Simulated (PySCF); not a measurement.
## Working out the ionisation energy of Be⁺

Be⁺ [He] 2s1 (2S) → Be²⁺ 1s2 (1S). Computed with PySCF 2.14 in def2-TZVPPD (5s4p1d, 22 functions), with no relativity, point nucleus. Frozen: nothing. Energies in hartree (1 hartree = 27.21139 eV):

| part | Be⁺ (lower) | Be²⁺ (upper) |
| --- | --- | --- |
| UHF | -14.277050 | -13.611081 |
| CCSD correlation | -0.031410 | -0.030035 |
| (T) | -0.000009 | 0.000000 |

Question: What does Hartree-Fock give?

Answer: (-13.611081) − (-14.277050) = 0.665969 hartree = 18.122 eV.

Question: What do CCSD and CCSD(T) give?

Answer: The CCSD correlation energies differ by 0.001375 hartree = 0.037 eV and the triples by 0.000009 hartree = 0.000 eV, so CCSD gives 18.159 eV and CCSD(T) 18.159 eV.

Measured between the centres of the two terms (NIST): 18.211 eV, so CCSD(T) (valence and next inner shell) is off by -0.052 eV.

What remains against the reference includes basis incompleteness and higher excitations.
